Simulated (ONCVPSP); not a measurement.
# Configuration tests for beryllium (Be) (ONCV)

* Element: beryllium
* Generator: ONCVPSP 4.0.1
* Type: optimised norm-conserving Vanderbilt (ONCV)
* Functional: LDA (Perdew-Zunger)
* Relativity: scalar-relativistic
* Frozen core: none
* Valence charge: 4
* Reference configuration: 1s2 2s2
* Partial waves: 1s+2s: rc 0.65 bohr, ncon 4, nbas 7, qcut 14.5 1/bohr, 2 projectors; p scattering state at 0.03 Ha: rc 0.65 bohr, ncon 4, nbas 8, qcut 13.1 1/bohr, 2 projectors, debl 2.3 Ha; d scattering state at 0.32 Ha: rc 0.60 bohr, ncon 4, nbas 7, qcut 15.1 1/bohr, local
* Local potential: the d channel
* Core correction: none

Energies are relative to the spin-unpolarised reference configuration 1s2 2s2; without spin polarisation the order of configurations can differ from experiment.

| valence configuration | charge | ΔE all-electron (eV) | error AE − PS (meV) |
| --- | --- | --- | --- |
| 1s2 2s1.5 | +0.5 | 3.752 | +0.1 |
| 1s2 2s1 2p1 | 0 | 3.519 | +0.7 |

(1) What are ΔE and the potential's error for 1s2 2s0?

(2) What are ΔE and the potential's error for 1s2 2s1?

Levels in the configuration 1s2 2s0:

| level | all-electron (eV) | pseudo (eV) |
| --- | --- | --- |
| 1s | -130.794 | -130.723 |

## Answers

(1) ΔE = 27.298 eV all-electron; the error (AE − PS) is +2.7 meV.

(2) ΔE = 9.520 eV all-electron; the error (AE − PS) is +0.4 meV.
